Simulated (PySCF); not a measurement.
**Trend along the third period: MCs cations**

MP2 with double-zeta basis sets in PySCF, for the lowest determinant that a PBE0 search found; no spin–orbit coupling. De refers to high-spin ground-configuration atoms (the charge goes to the atom of lower measured ionisation energy or higher electron affinity, which is not always the lowest computed limit).

| M | basis | reference, frozen orbitals | charged atom | state (unpaired electrons) | Re (Å) | ωe (cm⁻¹) | De (eV) |
| --- | --- | --- | --- | --- | --- | --- | --- |
| Na | def2-SVP | UHF, 1 | Cs+ | doublet (σ ↑) | 4.665 | 61.4 | 0.36 |
| Mg | def2-SVPD | RHF, 1 | Cs+ | singlet (closed shell) | 4.321 | 67.7 | 0.22 |
| Al | def2-SVPD | UHF, 5 | Cs+ | doublet (σ ↑) | 4.439 | 67.1 | 0.38 |
| P | def2-SVP | UHF, 5 | Cs+ | quartet (σ ↑, π ↑↑) | 4.002 | 56.5 | 0.12 |
| S | def2-SVP | UHF, 5 | Cs+ | triplet (π ↑↑) | 3.783 | 83.5 | 0.30 |
| Cl | def2-SVP | UHF, 5 | Cs+ | doublet (π ↑) | 3.663 | 78.8 | 0.23 |

**Question.** By what factor does the harmonic wavenumber vary along the series?

**Answer.** At MP2 it runs from 56.5 cm⁻¹ (CsP⁺) to 83.5 cm⁻¹ (CsS⁺), a factor of 1.48.

The rows differ in basis set, which adds steps of its own.

The state changes along the series, so neighbouring rows are not always alike in their bonding.

Correlated steps freeze the inner cores (1 to 5 orbitals); shallow outer-core shells are correlated. Weak bonds: CsAl⁺, CsCl⁺, CsMg⁺, CsNa⁺, CsP⁺, CsS⁺. Basis-set superposition, not corrected here, can be much of De in a small basis, most of all at correlated wavefunction levels. Spin–orbit coupling is left out, which matters for elements this heavy, above all for dissociation energies. For an ion De counts to the pair picked by the measured ionisation energies or electron affinities, which need not be the lowest pair at this level. States were picked by a PBE0 search and need not be the measured ground states.
